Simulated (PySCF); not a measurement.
## Electron correlation in P⁺ (phosphorus, charge +1)

[Ne] 3s2 3p2, high-spin 3P determinant. All numbers are calculated (PySCF 2.14, the non-relativistic Hamiltonian (point nucleus), in pcseg-2 (5s4p2d1f, 34 functions)). Frozen: [Ne]; 4 electrons correlated.

MP2 pair energies summed by pair of shells (mhartree):

| pair | energy | share (%) |
| --- | --- | --- |
| 3s-3p | -36.66 | 62.0 |
| 3s-3s | -16.60 | 28.1 |
| 3p-3p | -5.91 | 10.0 |

Total MP2 correlation energy: -59.18 mhartree.

Same-spin part -9.61 and opposite-spin part -49.57 mhartree; SCS-MP2 scales them by 1/3 and 6/5 to -62.69 mhartree.

| level | correlation energy (mhartree) |
| --- | --- |
| CCSD | -78.58 |
| (T) | -1.95 |
| CCSD(T) | -80.53 |

Diagnostics: T1 = 0.0093, D1 = 0.0215, largest double amplitude 0.103.

Cost of the coupled-cluster step: 0.23 s of wall time on 1 thread of Neoverse-V2 (shared host), for 4 correlated electrons.
